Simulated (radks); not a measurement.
The numbers below are computed, except where a source is named.
How relativity changes the ionisation of the arsenic ion As+ ([Ar] 3d10 4s2 4p2) to As2+ ([Ar] 3d10 4s2 4p1). Spin-unpolarised spherical Kohn-Sham, BLYP, point nucleus unless stated (finite: rms radius 4.0968 fm), a radial shooting solver on a logarithmic mesh with Libxc functionals. A level marked "c x" has the speed of light scaled by that factor and shares open shells by 2j + 1; other Dirac levels either fill j = l - 1/2 first or share by 2j + 1.

level                               E(As+) (hartree)  E(As2+) (hartree)  IE (eV)   HOMO  <r> HOMO (bohr)
non-rel.                                 -2235.54001        -2234.88379   17.856     4p            2.326
scalar-rel.                              -2260.88916        -2260.23297   17.856     4p            2.320
scalar-rel., finite nucleus              -2260.87417        -2260.21799   17.856     4p            2.320
Dirac, 2j+1 shares                       -2261.01068        -2260.35435   17.860  4p3/2            2.333
Dirac, low j first                       -2261.02720        -2260.36424   18.040  4p1/2            2.298
Dirac, 2j+1 shares, finite nucleus       -2260.99569        -2260.33935   17.860  4p3/2            2.333
Dirac, c x 2                             -2241.77189        -2241.11566   17.857  4p3/2            2.328
Dirac, c x 5                             -2236.53124        -2235.87502   17.856  4p3/2            2.327
Dirac, c x 10                            -2235.78760        -2235.13139   17.856  4p3/2            2.326

NIST Atomic Spectra Database: 18.589 eV (measured). The relativistic part of the total energy of As+ is -25.46 hartree (Dirac, 2j+1 shares, finite nucleus), 1.1 % of the non-relativistic value. Spin polarisation and multiplet splitting of open shells are left out at every level.

Beside tabulated values, note that spin-unpolarised runs miss the spin-polarisation part of the exchange energy of open shells.
